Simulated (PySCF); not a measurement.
## SMILES CC#Cc1nc(Cl)ns1, C5H3ClN2S

Molfile (atoms numbered from 1):
```
C5H3ClN2S
     RDKit          3D

 12 12  0  0  0  0  0  0  0  0999 V2000
   -3.0412   -0.2225    0.2500 C   0  0  0  0  0  0  0  0  0  0  0  0
   -1.6064   -0.1651    0.1874 C   0  0  0  0  0  0  0  0  0  0  0  0
   -0.4029   -0.1054    0.1374 C   0  0  0  0  0  0  0  0  0  0  0  0
    0.9854   -0.0650    0.0701 C   0  0  0  0  0  0  0  0  0  0  0  0
    1.7443    0.9551    0.3412 N   0  0  0  0  0  0  0  0  0  0  0  0
    3.0292    0.6146    0.1629 C   0  0  0  0  0  0  0  0  0  0  0  0
    4.2495    1.7468    0.4415 Cl  0  0  0  0  0  0  0  0  0  0  0  0
    3.3223   -0.5977   -0.2276 N   0  0  0  0  0  0  0  0  0  0  0  0
    1.9550   -1.4569   -0.4152 S   0  0  0  0  0  0  0  0  0  0  0  0
   -3.3691   -1.2544    0.3706 H   0  0  0  0  0  0  0  0  0  0  0  0
   -3.4650    0.1796   -0.6700 H   0  0  0  0  0  0  0  0  0  0  0  0
   -3.3999    0.3702    1.0906 H   0  0  0  0  0  0  0  0  0  0  0  0
  1  2  1  0
  2  3  3  0
  3  4  1  0
  4  5  2  0
  5  6  1  0
  6  7  1  0
  6  8  2  0
  8  9  1  0
  9  4  1  0
  1 10  1  0
  1 11  1  0
  1 12  1  0
M  END
```

Level of theory: GIAO B3LYP/pcSseg-1 magnetisability, rotational g tensor and spin-rotation constants, non-relativistic, gas phase in PySCF. Geometry: GFN2-xTB.

Give the nuclear spin-rotation constants along the inertial axes (H = +C I·J) beside the isotropic shieldings.

Rotational constants 2.9388, 0.5809, 0.4865 GHz. A star marks the isotopologue with that one atom substituted, in its own axes.
| atom | isotope | Caa (kHz) | Cbb (kHz) | Ccc (kHz) | mean (kHz) | σ (ppm) |
| --- | --- | --- | --- | --- | --- | --- |
| N5 | 14N | 0.870 | 0.110 | 0.026 | 0.336 | -82.7 |
| Cl7 | 35Cl | 0.497 | 0.207 | 0.151 | 0.285 | 676.6 |
| N8 | 14N | 0.702 | 0.118 | 0.028 | 0.283 | -53.0 |
| H10 | 1H | -0.204 | -0.019 | -0.044 | -0.089 | 29.4 |
| H11 | 1H | -0.280 | -0.061 | 0.004 | -0.112 | 29.3 |
| H12 | 1H | -0.309 | -0.012 | -0.032 | -0.118 | 29.3 |
| C1 | 13C* | 0.362 | 0.076 | 0.064 | 0.167 | 175.9 |
| C2 | 13C* | 0.500 | 0.201 | 0.181 | 0.294 | 66.3 |
| C3 | 13C* | 0.103 | 0.197 | 0.167 | 0.156 | 104.9 |
| C4 | 13C* | 1.645 | 0.235 | 0.108 | 0.663 | 1.5 |
| C6 | 13C* | 1.442 | 0.186 | 0.152 | 0.594 | 14.5 |
| S9 | 33S* | 1.538 | 0.316 | 0.202 | 0.685 | -13.3 |

For the geometry as given, no vibrational averaging.
